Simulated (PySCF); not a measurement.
**PmS: f occupation and spin**

Unrestricted PBE0; basis Pm x2c-SVPall, S x2c-SVPall; spin-free X2C with a Gaussian nucleus; PySCF 2.14. The search starts from ions with several 4f fillings and holds each by maximum overlap.

The lowest solution has 2Ms+1 = 6, about 4.7 4f electrons, near 2.37 Å.

The lowest solution of each spin and filling, followed along the bond (rough minima from three points):

| 2Ms+1 | 4f population | ⟨S²⟩ at the start | R at minimum (Å) | Te (eV) |
| --- | --- | --- | --- | --- |
| 6 | 4.74 | 8.79 | 2.37 | 0.00 |
| 6 | 4.23 | 8.81 | 2.29 | 0.29 |
| 4 | 4.26 | 4.82 | 2.31 | 0.55 |
| 4 | 4.67 | 4.76 | 2.39 | 1.71 |

Solutions at the starting distance of 2.323 Å, counted from the lowest; the search is not exhaustive:

| 2Ms+1 | 4f population | E (eV) | ⟨S²⟩ | ⟨Lz²⟩ | μ (D) |
| --- | --- | --- | --- | --- | --- |
| 6 | 4.74 | 0.00 | 8.79 | 10.5 | -7.31 |
| 6 | 4.93 | 0.27 | 8.77 | 10.3 | -8.54 |
| 6 | 4.23 | 0.28 | 8.81 | 11.2 | -5.82 |
| 6 | 4.26 | 0.36 | 8.83 | 9.0 | -5.63 |
| 6 | 4.26 | 0.45 | 8.83 | 11.7 | -6.01 |
| 4 | 4.26 | 0.53 | 4.82 | 9.0 | -5.46 |
| 4 | 4.26 | 0.63 | 4.82 | 11.7 | -5.51 |
| 6 | 4.16 | 1.34 | 8.80 | 16.4 | -8.15 |
| 4 | 4.21 | 1.68 | 4.75 | 13.0 | -7.88 |
| 4 | 4.67 | 1.73 | 4.76 | 10.2 | -7.10 |
| 4 | 4.65 | 1.74 | 4.76 | 10.0 | -6.98 |
| 8 | 5.05 | 1.88 | 15.76 | 9.0 | -3.10 |
| 8 | 5.03 | 1.96 | 15.76 | 10.0 | -3.13 |
| 8 | 5.04 | 2.12 | 15.76 | 10.0 | -3.43 |

Partly filled real f orbitals mix terms, so no term symbols are given. A population far from a whole number shows f orbitals mixing with d and ligand orbitals, not a clean configuration. A positive dipole means Pm(−)S(+).

Spin–orbit coupling is left out. Counting both spins, an empty level lies below a filled one in some of these solutions, because spin and occupation are held. The state is the lowest single determinant that the PBE0 search found; with open d or f shells the true ground state can be another one.
